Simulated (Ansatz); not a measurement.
Geometry optimisation, Ansatz, RKS B3LYP/STO-3G.

input.yaml

```yaml
crystal:
  periodic: [false, false, false]
  atoms:
    - { symbol: C, position_ang: [-0.6884, -2.012, 0.3898] }
    - { symbol: C, position_ang: [0.1367, -0.8262, -0.1481] }
    - { symbol: Si, position_ang: [1.7077, -0.5857, 0.7885] }
    - { symbol: Si, position_ang: [-0.6246, 0.886, -0.1179] }
    - { symbol: C, position_ang: [0.1987, 2.1295, -1.1631] }
    - { symbol: O, position_ang: [-2.2871, 0.7528, -0.6107] }
    - { symbol: H, position_ang: [-0.1756, -2.9212, 0.3404] }
    - { symbol: H, position_ang: [-1.009, -1.7899, 1.4113] }
    - { symbol: H, position_ang: [-1.6424, -2.0571, -0.1824] }
    - { symbol: H, position_ang: [0.3926, -1.0458, -1.1676] }
    - { symbol: H, position_ang: [1.4651, -0.2402, 2.2427] }
    - { symbol: H, position_ang: [2.5268, -1.8499, 0.7986] }
    - { symbol: H, position_ang: [2.542, 0.4857, 0.1649] }
    - { symbol: H, position_ang: [-0.8091, 1.3618, 1.3034] }
    - { symbol: H, position_ang: [-0.37316, 3.04046, -1.20243] }
    - { symbol: H, position_ang: [0.34847, 1.72115, -2.1957] }
    - { symbol: H, position_ang: [1.23833, 2.35719, -0.81364] }
    - { symbol: H, position_ang: [-2.9311, 0.4548, 0.0776] }
basis:
  gaussian: { orbitals: STO-3G }
hamiltonian:
  xc: b3lyp
relax:
  f_tol: 0.015
  max_steps: 40
```

Launched with:

```bash
$ ansatz run input.yaml --threads 1 --pin off --max-ram 2048MiB --backend cpu --events-out ev --progress --plain --runs-dir out
```

**Question.** Where does it end, and by what steps?

**Answer.** The forces met the threshold. The force dipped under the threshold on the way, but the program's further checks kept it going. Limits of this set-up: minimal basis. After 14 steps the energy has fallen by 0.900 eV; H18 moved furthest, 0.53 Å.

```csv
step,energy less start (eV),largest force component (eV/Å),accepted
0,0.0000,4.279,yes
1,-0.7837,0.812,yes
2,-0.8784,0.258,yes
3,-0.8911,0.224,yes
4,-0.8808,0.429,no
5,-0.8951,0.091,yes
6,-0.8973,0.014,yes
7,-0.8982,0.069,yes
8,-0.8985,0.029,yes
9,-0.8990,0.053,yes
10,-0.8992,0.041,yes
11,-0.8994,0.021,yes
12,-0.8995,0.012,yes
13,-0.8996,0.013,yes
14,-0.8997,0.008,yes
```

```xyz
18
Properties=species:S:1:pos:R:3
C -0.728 -1.889 0.530
C 0.151 -0.762 -0.110
Si 1.834 -0.676 0.743
Si -0.771 0.896 -0.126
C 0.168 2.198 -1.096
O -2.301 0.777 -0.900
H -0.218 -2.866 0.498
H -0.958 -1.671 1.586
H -1.686 -2.006 -0.003
H 0.332 -1.051 -1.158
H 1.677 -0.279 2.123
H 2.480 -1.968 0.709
H 2.692 0.284 0.086
H -0.926 1.328 1.254
H -0.387 3.144 -1.118
H 0.330 1.885 -2.135
H 1.151 2.399 -0.651
H -2.824 0.119 -0.316
```

Whether the end is a true minimum wasn't checked by a vibrational analysis.

The run took 77 s on 1 thread of Arm Neoverse V1, with other jobs on the host, peak memory 0.14 GiB.
